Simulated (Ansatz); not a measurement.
BF₂H₃OSi (`B[Si](O)(F)F`). Charge 0, multiplicity 1.

```xyz
8

B     0.7991   -1.2507    0.2670
Si   -0.0530    0.5474    0.0486
O    -1.5226    0.3704   -0.6171
F    -0.1504    1.2494    1.4751
F     0.7868    1.5690   -0.8398
H     1.9115   -1.4758   -0.0999
H     0.1871   -2.1308    0.7909
H    -1.9584    1.1212   -1.0247
```

(1) List the harmonic frequencies (cm⁻¹, unscaled) at PBE0-D4/def2-TZVP in Ansatz. (Best estimate.)

(2) Is this a minimum?

(3) Give the ideal-gas thermochemistry at 298.15 K and 1 bar (rigid rotor, harmonic oscillator; point group C1, symmetry number 1).

(4) And at 400, 500, 600, 800 and 1000 K?

Results:

(1) Ansatz gave: 69, 170, 191, 223, 310, 342, 360, 631, 656, 771, 880, 906, 933, 980, 1176, 2610, 2700, 3913.

(2) Yes, all 18 modes are real.

(3) Zero-point energy 106.6 kJ/mol; H(298) − E = 127.6 kJ/mol; entropy 342.5 J/(mol·K), of which translation 165.8, rotation 109.7, vibration 67.0; G(298) − E = 25.5 kJ/mol. Modes under 100 cm⁻¹ are hindered rotations or soft bends, so the harmonic entropy is rough.

(4) 
```
T (K)  H − E (kJ/mol)  S (J/mol/K)  G − E (kJ/mol)
  400           139.0        375.4           -11.2
  500           151.5        403.3           -50.1
  600           164.9        427.7           -91.7
  800           193.6        468.9          -181.5
 1000           224.1        502.8          -278.8
```
